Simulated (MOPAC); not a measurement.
MOPAC input (AM1):

```
AM1 FORCE THERMO(298,298) PRECISE LET CHARGE=-1 GEO-OK AUX(PRECISION=9) THREADS=1
H2FSi

Si   -0.48579082 1   -0.16350988 1   -0.08160381 1
F     1.10840003 1    0.06721212 1    0.25443603 1
H    -0.92564446 1   -0.53383119 1   -1.42517729 1
H    -1.50409487 1   -0.00279554 1    0.95438697 1
```

From the last part of the output:

```
     H    4   2.731501   0.217195   0.153416   2.948422

          HEAT OF FORMATION =     -89.839839 KCALS/MOLE

          ZERO POINT ENERGY      10.036 KCAL/MOL

           NORMAL COORDINATE ANALYSIS (Total motion = 1 Angstrom)

   Root No.       1         2         3         4         5         6

                 1 B1      1 B2      1 A1      2 A1      2 B2      3 A1

                 100.2     536.8     777.8    1085.4    2253.4    2267.0

           1   -0.0000   -0.0000   -0.0167   -0.2807    0.0000   -0.0180
           2   -0.0000    0.0445    0.0000   -0.0000   -0.0285    0.0000
           3   -0.0486   -0.0000   -0.0000    0.0000    0.0000   -0.0000
           4    0.0000    0.0000   -0.0192    0.4210    0.0000    0.0005
           5    0.0000   -0.0429   -0.0000    0.0000   -0.0012   -0.0000
           6    0.0225    0.0000    0.0000   -0.0000    0.0000    0.0000
           7    0.0000   -0.4025    0.4128   -0.0566   -0.2610    0.2461
           8    0.0003   -0.2150    0.2489    0.1379    0.4089   -0.4246
           9    0.4645    0.0000   -0.0002   -0.0001   -0.0000    0.0002
          10    0.0000    0.4025    0.4128   -0.0566    0.2610    0.2461
          11    0.0003   -0.2150   -0.2489   -0.1379    0.4089    0.4246
          12    0.4644    0.0002    0.0001    0.0000   -0.0005   -0.0003

           MASS-WEIGHTED COORDINATE ANALYSIS (NORMAL COORDINATES)

   Root No.       1         2         3         4         5         6

                 1 B1      1 B2      1 A1      2 A1      2 B2      3 A1

                 100.2     536.8     777.8    1085.4    2253.4    2267.0

           1   -0.0000   -0.0000   -0.1270   -0.6272    0.0000   -0.1357
           2   -0.0002    0.3300    0.0000   -0.0000   -0.2142    0.0000
           3   -0.3602   -0.0002   -0.0001    0.0000    0.0001   -0.0000
           4    0.0000    0.0000   -0.1203    0.7737    0.0000    0.0032
           5    0.0001   -0.2620   -0.0000    0.0000   -0.0077   -0.0000
           6    0.1374    0.0001    0.0001   -0.0000    0.0000    0.0001
           7    0.0000   -0.5656    0.5962   -0.0240   -0.3717    0.3513
           8    0.0004   -0.3021    0.3595    0.0584    0.5822   -0.6061
           9    0.6525    0.0000   -0.0003   -0.0000   -0.0000    0.0003
          10    0.0000    0.5656    0.5962   -0.0240    0.3716    0.3513
          11    0.0004   -0.3021   -0.3595   -0.0584    0.5822    0.6061
          12    0.6524    0.0003    0.0001    0.0000   -0.0007   -0.0004

          DESCRIPTION OF VIBRATIONS

 VIBRATION          1    1B1         ATOM PAIR     ENERGY CONTRIBUTION    RADIAL
 FREQUENCY           100.17         Si1 -- H 3         +48.2% ( 55.1%)      0.0%
 TRANSITION DIPOLE   1.0636         Si1 -- H 4         +48.2% ( 55.1%)      0.0%
 TRAVEL (Ang.)       0.8926         Si1 -- F 2          +3.7% ( 15.2%)      0.0%
 REDUCED MASS        0.8450
 EFFECTIVE MASS      2.7120
 FORCE CONSTANT      0.0050

 VIBRATION          2    1B2         ATOM PAIR     ENERGY CONTRIBUTION    RADIAL
 FREQUENCY           536.77         Si1 -- H 4         +46.3% ( 84.6%)      8.7%
 TRANSITION DIPOLE   0.4450         Si1 -- H 3         +46.3% ( 84.6%)      8.7%
 TRAVEL (Ang.)       0.4056         Si1 -- F 2          +7.4% ( 33.9%)      0.0%
 REDUCED MASS        0.7635
 EFFECTIVE MASS      4.4490
 FORCE CONSTANT      0.1296

 VIBRATION          3    1A1         ATOM PAIR     ENERGY CONTRIBUTION    RADIAL
 FREQUENCY           777.77         Si1 -- H 3         +49.7% ( 60.2%)      0.6%
 TRANSITION DIPOLE   0.5518         Si1 -- H 4         +49.7% ( 60.2%)      0.6%
 TRAVEL (Ang.)       0.4229         Si1 -- F 2          +0.5% (  6.1%)     99.9%
 REDUCED MASS        0.4849
 EFFECTIVE MASS      1.3051
 FORCE CONSTANT      0.1728

 VIBRATION          4    2A1         ATOM PAIR     ENERGY CONTRIBUTION    RADIAL
 FREQUENCY          1085.38         Si1 -- F 2         +74.2% (100.9%)    100.0%
 TRANSITION DIPOLE   1.1731         Si1 -- H 4         +12.9% ( 42.1%)     18.5%
 TRAVEL (Ang.)       0.0746         Si1 -- H 3         +12.9% ( 42.1%)     18.5%
 REDUCED MASS       11.1549
 EFFECTIVE MASS     22.7211
 FORCE CONSTANT      7.7425

 VIBRATION          5    2B2         ATOM PAIR     ENERGY CONTRIBUTION    RADIAL
 FREQUENCY          2253.37         Si1 -- H 3         +49.9% ( 71.4%)     98.9%
 TRANSITION DIPOLE   0.5044         Si1 -- H 4         +49.9% ( 71.4%)     98.9%
 TRAVEL (Ang.)       0.2404         Si1 -- F 2          +0.2% (  4.9%)      0.0%
 REDUCED MASS        0.5178
 EFFECTIVE MASS      1.4480
 FORCE CONSTANT      1.5492

 VIBRATION          6    3A1         ATOM PAIR     ENERGY CONTRIBUTION    RADIAL
 FREQUENCY          2267.05         Si1 -- H 4         +49.9% ( 70.0%)     98.2%
 TRANSITION DIPOLE   0.4320         Si1 -- H 3         +49.9% ( 70.0%)     98.2%
 TRAVEL (Ang.)       0.2451         Si1 -- F 2          +0.2% (  4.6%)    100.0%
 REDUCED MASS        0.4951
 EFFECTIVE MASS      1.2058
 FORCE CONSTANT      1.4991

      SYMMETRY NUMBER FOR POINT-GROUP C2v =  2

          SYSTEM IS A GROUND STATE

 H2FSi

          MOLECULE IS NOT LINEAR

          THERE ARE  6 GENUINE VIBRATIONS IN THIS SYSTEM
          THIS THERMODYNAMICS CALCULATION IS LIMITED TO
          MOLECULES WHICH HAVE NO INTERNAL ROTATIONS

                    CALCULATED THERMODYNAMIC PROPERTIES
                                          *
   TEMP. (K)   PARTITION FUNCTION   H.O.F.    ENTHALPY  HEAT CAPACITY ENTROPY
                                   KCAL/MOL   CAL/MOLE    CAL/K/MOL  CAL/K/MOL

 298.00  VIB.     0.2902D+01                   654.7910     4.1053     4.3145
         ROT.     0.2452D+04                   888.2803     2.9808    18.4899
         INT.     0.7115D+04                  1543.0713     7.0861    22.8044
         TRA.     0.3326D+27                  1480.4672     4.9680    37.5955
         TOT.                      -89.840    3023.5384    12.0541    60.3999

   *: NOTE: HEATS OF FORMATION ARE RELATIVE TO THE
            ELEMENTS IN THEIR STANDARD STATE AT 298K
              (=  Standard Enthalpy of Formation).

            Hvib:  Zero-point energy is not included.
                   frequencies of less than zero cm-1 are not included.
            Hrot = (3/2)RT
            Htra = (3/2)RT + pV = (5/2)RT

            Heat capacity is Cp, not Cv

          For more information, see: HTTP://OpenMOPAC.net/Manual/thermochemistry.html

           FORCE CONSTANT IN CARTESIAN COORDINATES (Millidynes/A)

    ATOM   CHEMICAL       X               Y               Z
   NUMBER   SYMBOL  FORCE CONSTANT  FORCE CONSTANT  FORCE CONSTANT

      1      Si        9.397942        4.374585        0.022474
      2       F        7.991885        0.224916        0.001919
      3       H        0.976039        2.207525        0.002403
      4       H        0.976012        2.207553        0.002404

 **********************
 *                    *
 * JOB ENDED NORMALLY *
 *                    *
 **********************
```

The dipole moment of an ion depends on the origin.
